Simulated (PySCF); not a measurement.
CrH₂O₂, neutral, multiplicity 5. Atoms are numbered in the order given.

```xyz
5

Cr     0.0000     0.0000    -0.0130
O      0.0000    -1.8089     0.0990
H      0.0000    -2.4436    -0.6360
O      0.0000     1.8089     0.0990
H      0.0000     2.4436    -0.6360
```
Charge 0, spin multiplicity 5.

Coordinates come from a PBE-D3(BJ)/def2-TZVP optimisation. A frequency run showed that this geometry is not a minimum. The multiplicity is an assumed one; other spin states were not compared. Other conformers were not sampled.

All values below come from PBE/def2-TZVPD run with PySCF.

Mulliken values depend strongly on the basis, most of all with diffuse functions as here. ESP charges are fitted to the potential on shells at 1.4 to 2.0 van der Waals radii. Atomic charges (e):

```json
[
 {"atom": "Cr1", "ESP fit": "0.50", "meta-Löwdin": "___", "Mulliken": "0.95", "Mulliken spin": "4.19"},
 {"atom": "O2", "ESP fit": "-0.56", "meta-Löwdin": "___", "Mulliken": "-0.72", "Mulliken spin": "-0.13"},
 {"atom": "H3", "ESP fit": "0.31", "meta-Löwdin": "___", "Mulliken": "0.24", "Mulliken spin": "0.04"},
 {"atom": "O4", "ESP fit": "-0.56", "meta-Löwdin": "___", "Mulliken": "-0.72", "Mulliken spin": "-0.13"},
 {"atom": "H5", "ESP fit": "0.31", "meta-Löwdin": "___", "Mulliken": "0.24", "Mulliken spin": "0.04"}
]
```

Some entries are withheld; supply them. (An estimate is asked for; the answer gives what the named calculation found.)


- Cr1, meta-Löwdin: 0.92
- O2, meta-Löwdin: -0.80
- H3, meta-Löwdin: 0.34
- O4, meta-Löwdin: -0.80
- H5, meta-Löwdin: 0.34
